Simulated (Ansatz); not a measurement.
One change: `[NH2][SbH][CH2]S` becomes `[CH3][SbH][NH2]`.

Ansatz, PBE0-D4/def2-TZVP geometries, multiplicity 1. Each molecule was computed in one conformer, which needn't be the lowest.

Elements past krypton have def2 core potentials.  Spin–orbit coupling is left out; it splits and shifts lone-pair levels of the heavy atoms by tenths of an eV.

| property | `[NH2][SbH][CH2]S` |
| --- | --- |
| HOMO–LUMO gap (PBE0/def2-TZVPP) / eV | 5.93 |
| LUMO energy (ωB97M-V/def2-TZVPP) / eV | 1.04 |
| HOMO energy (ωB97M-V/def2-TZVPP) / eV | -8.64 |
| LUMO energy (B3LYP/def2-TZVPP) / eV | -0.81 |
| zero-point energy (PBE0-D4/def2-TZVP) / kJ/mol | 180.8 |
| HOMO–LUMO gap (ωB97M-V/def2-TZVPP) / eV | 9.68 |

Q: What does the change do to each property? (An estimate is asked.)

A: Computed: 
```json
{"property": "HOMO–LUMO gap (PBE0/def2-TZVPP) / eV", "`[CH3][SbH][NH2]`": "6.53", "shift": "0.60"}
{"property": "LUMO energy (ωB97M-V/def2-TZVPP) / eV", "`[CH3][SbH][NH2]`": "1.22", "shift": "0.18"}
{"property": "HOMO energy (ωB97M-V/def2-TZVPP) / eV", "`[CH3][SbH][NH2]`": "-9.02", "shift": "-0.38"}
{"property": "LUMO energy (B3LYP/def2-TZVPP) / eV", "`[CH3][SbH][NH2]`": "-0.62", "shift": "0.19"}
{"property": "zero-point energy (PBE0-D4/def2-TZVP) / kJ/mol", "`[CH3][SbH][NH2]`": "180.2", "shift": "-0.6"}
{"property": "HOMO–LUMO gap (ωB97M-V/def2-TZVPP) / eV", "`[CH3][SbH][NH2]`": "10.23", "shift": "0.55"}
```

With PBE0 the HOMO falls by 0.38 eV and the LUMO rises by 0.21 eV, so the gap widens by about 0.59 eV. PBE moves the HOMO by -0.40 eV and ωB97M-V by -0.38 eV. The zero-point energy changes by -0.6 kJ/mol with -3 modes.

Positive LUMOs are unbound, so they and the gaps depend on the basis.

B3LYP here is the variant with VWN-RPA as its local correlation; programs differ in this.
